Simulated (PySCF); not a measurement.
Can point charges reproduce the dipole moment of `CO[C@@H]1CC[C@@H](C)[SiH2]1`?

Coordinates (GFN2-xTB, Å) and charges (e) from the PBE0/pcSseg-1 density (PySCF):

```
atom       x       y       z  Mulliken      IAO  Hirshfeld  ESP-fitted
  C1   3.368   0.076   0.174   -0.0204  -0.1994    -0.0434     -0.0773
  O2   2.249   0.489  -0.567   -0.5149  -0.3940    -0.1485     -0.3644
  C3   1.026   0.444   0.148   -0.2171  -0.1736    -0.0428     +0.1384
  C4   0.529  -0.978   0.453   -0.1917  -0.2767    -0.0825     -0.2134
  C5  -0.983  -0.915   0.637   -0.1730  -0.2506    -0.0689     -0.2884
  C6  -1.601  -0.189  -0.566   -0.6175  -0.3684    -0.1063     +0.2270
  C7  -3.035   0.248  -0.293   -0.1954  -0.4089    -0.1212     -0.5405
 Si8  -0.351   1.215  -0.943   +0.7341  +0.7365    +0.3350     +0.2223
  H9   3.329  -0.993   0.413   +0.0911  +0.1198    +0.0347     +0.0571
 H10   4.243   0.273  -0.444   +0.1180  +0.1551    +0.0483     +0.1048
 H11   3.450   0.643   1.111   +0.0805  +0.1168    +0.0339     +0.0600
 H12   1.150   0.990   1.098   +0.1182  +0.1126    +0.0250     +0.0502
 H13   0.770  -1.612  -0.403   +0.1181  +0.1347    +0.0364     +0.0991
 H14   1.011  -1.400   1.339   +0.1235  +0.1310    +0.0345     +0.0885
 H15  -1.206  -0.352   1.547   +0.1079  +0.1227    +0.0349     +0.0961
 H16  -1.401  -1.917   0.754   +0.1248  +0.1351    +0.0389     +0.0956
 H17  -1.621  -0.889  -1.408   +0.1411  +0.1362    +0.0340     +0.0111
 H18  -3.071   0.952   0.536   +0.1063  +0.1326    +0.0356     +0.1256
 H19  -3.659  -0.609  -0.038   +0.1089  +0.1343    +0.0366     +0.1282
 H20  -3.459   0.732  -1.169   +0.1159  +0.1377    +0.0386     +0.1340
 H21  -0.796   2.516  -0.435   -0.0881  -0.1243    -0.0790     -0.0787
 H22   0.046   1.294  -2.346   -0.0704  -0.1092    -0.0733     -0.0753
```

**Question.** Form Σ q r in debye for every column and set it beside the full dipole.

**Answer.** The full density gives (-0.14, -0.76, 1.16) D, 1.39 D in size; dipole vectors point from the negative to the positive end.

| scheme | μx | μy | μz | size (D) | share of the full size (%) | angle to the full dipole (°) |
| --- | --- | --- | --- | --- | --- | --- |
| Mulliken | -1.04 | 0.52 | 1.34 | 1.77 | 127 | 58 |
| IAO | -0.37 | 0.26 | 0.87 | 0.98 | 71 | 51 |
| Hirshfeld | -0.09 | -0.03 | 0.35 | 0.36 | 26 | 29 |
| ESP-fitted | -0.14 | -0.78 | 1.21 | 1.45 | 104 | 0 |

**Question.** Which set comes closest?

**Answer.** Length of the difference vector: ESP-fitted 0.05 D, IAO 1.08 D, Hirshfeld 1.09 D, Mulliken 1.57 D. Closest: ESP-fitted. ESP charges are fitted to the potential around the molecule, whose slowest-falling term is the dipole's. The schemes that divide the density aren't constrained to reproduce the dipole.

**Question.** What is left for the Hirshfeld atoms' own dipoles?

**Answer.** The Hirshfeld atoms' densities add up to the full density, so μ = Σ q r + Σ (atomic dipoles). The atomic dipoles sum to (-0.14, -0.76, 1.16) − (-0.09, -0.03, 0.35) = (-0.05, -0.73, 0.81) D, 1.09 D in size.

**Question.** With the origin at the mean of the coordinates, (0.000, 0.001, -0.018) Å, which are the largest single terms, by size, of the Hirshfeld dipole along the direction of the full one?

**Answer.** Si8 -2.24, H22 +0.93, O2 +0.68, H21 +0.62, C5 -0.38 D; all 22 atoms together +0.32 D. The single terms depend on the origin, their sum doesn't.

**Question.** Give the size of the full dipole in other units.

**Answer.** 1.39 D = 0.549 au = 0.290 e·Å = 4.65 × 10⁻³⁰ C·m.

Geometry: GFN2-xTB, one conformer, isolated molecule.
